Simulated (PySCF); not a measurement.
# Computed properties of BFH, SMILES [BH]F

BFH, SMILES F[BH] (connectivity only; charge and spin as stated), charge +1, multiplicity 1. Coordinates come from a ωB97X-D3(BJ)/def2-TZVPD optimisation. The multiplicity is an assumed one; other spin states were not compared. The isomer is the one that the SMILES or the coordinates give; other isomers of the formula were not compared. The values are those of a single conformer. All values are computed for the isolated molecule unless a solvent is named; none is compared with measurement here.

**Structure.** The optimised structure has C∞v symmetry. All 4 harmonic modes at ωB97X-D3(BJ)/def2-TZVPD (PySCF) are real, so it is a minimum.

**Vibrations.** The strongest infrared lines (harmonic, unscaled, degenerate partners summed) lie at 1640 cm⁻¹ (208 km/mol, B 50 %, F 38 %, H 13 %), 742 cm⁻¹ (78 km/mol, H 71 %, B 26 %), 2853 cm⁻¹ (20 km/mol, H 84 %, B 15 %). The softest mode is at 742 cm⁻¹ and the zero-point energy is 8.5 kcal/mol.

**Electronic structure.** HF/def2-TZVPD (PySCF) places the frontier levels at -26.52 and -5.39 eV, a gap of 21.13 eV and a mean polarisability of 9.2 bohr³. PBE/def2-TZVPD (PySCF) at the same geometry gives -20.47 and -10.65 eV, so its gap is 11.31 eV narrower. An orbital gap is neither the optical nor the fundamental gap.

**Excitations.** TDDFT-B3LYP/def2-TZVPD (PySCF) has S1 at 11.07 eV (112 nm, f = 0.248, bright); the most intense of the 10 singlets computed lies at 14.60 eV (f = 0.33). Strengths of degenerate partners are summed. T1 (TDA) is at 8.94 eV. No vertical singlet excitation falls in the visible range (under 3.1 eV).

**NMR.** GIAO shifts at HF/pcSseg-2 (PySCF) (non-relativistic, atoms alike by connectivity averaged): ¹H at 6.9 ppm against TMS; ¹⁹F at 7.7 ppm against CFCl3; ¹¹B at 12.4 ppm against BF3.
